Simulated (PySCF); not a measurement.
Si(F)(Br)(Me)(NH2) (CH5BrFNSi), SMILES C[Si](N)(F)Br. The structure is a stationary point at PBE0-D3(BJ)/def2-SVP. The structure was generated by enumeration, and PubChem lists no compound with its InChIKey, so it may never have been made. Other conformers were not sampled.

Level of theory: PBE0-D3(BJ)/def2-SVP (PySCF 2.14.0).

Harmonic wavenumbers (cm⁻¹): 136, 146, 157, 239, 246, 255, 306, 360, 436, 699, 739, 791, 859, 879, 954, 1275, 1422, 1426, 1532, 3065, 3169, 3187, 3618, 3722. Rotational constants (GHz): 3.526, 1.493, 1.467; symmetry number 1.

Question: Work out the zero-point energy and the ideal-gas rigid-rotor harmonic-oscillator thermochemistry at 298.15 K and 1 atm.

Answer: ZPE = ½ Σ hcν = ½ × 29618 cm⁻¹ = 177.16 kJ/mol. H − E(el) = 200.07 kJ/mol. Entropy in J/(mol K): translation 171.89, rotation 117.66, vibration 75.60, total 365.16. G − E(el) = 91.20 kJ/mol. Cp = 116.22 J/(mol K). Modes under 150 cm⁻¹ make the vibrational entropy uncertain.
